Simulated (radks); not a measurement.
Question: Excited configurations of Fe II: one electron is placed in a higher orbital outside [Ar] 3d6. The ground configuration is [Ar] 3d6 4s1. Method: scalar-relativistic Kohn-Sham, PBEsol, spin-polarised, spherical densities, point nucleus; open shells are filled with parallel spins first; computed with a radial shooting solver on a logarithmic mesh with Libxc functionals. Excitation = E - E(ground); binding = E(ion) - E, where the ion is the core of charge +2; n* = 2/sqrt(2 binding) in atomic units, and the quantum defect is n - n*.

| outer orbital | excitation (eV) | binding (eV) | n* | quantum defect | eigenvalue (eV) | <r> (bohr) |
|---|---|---|---|---|---|---|
| 4p | 5.284 | 11.539 | 2.172 | 1.828 | -8.605 | 3.277 |
| 4d | 10.835 | 5.988 | 3.015 | 0.985 | -4.384 | 5.491 |
| 5s | 9.811 | 7.011 | 2.786 | 2.214 | -5.589 | 6.076 |
| 5d | 13.241 | 3.582 | 3.898 | 1.102 | -2.755 | 10.48 |
| 6s | 12.900 | 3.923 | 3.725 | 2.275 | -3.171 | 10.86 |
| 6p | 13.522 | 3.301 | 4.061 | 1.939 | -2.651 | 12.49 |
| 7p | 14.627 | 2.196 | 4.979 | 2.021 | -1.790 | 19.13 |
| 7d | 15.142 | 1.680 | 5.691 | 1.309 | -1.363 | 24.37 |
| 7f | 15.548 | 1.275 | 6.533 | 0.467 | -1.030 | 31.23 |

Estimate the row for 5f.

Answer: excitation (eV) 14.441; binding (eV) 2.381; n* 4.781; quantum defect 0.219; eigenvalue (eV) -1.839; <r> (bohr) 14.88. The Delta-SCF ionisation energy is 16.823 eV (NIST Atomic Spectra Database: 16.199 eV, measured). Self-interaction in the functional shifts the binding energies and quantum defects, so they are the method's values and not measured ones. Open shells are spherical and high-spin; term and fine-structure splittings are not resolved.
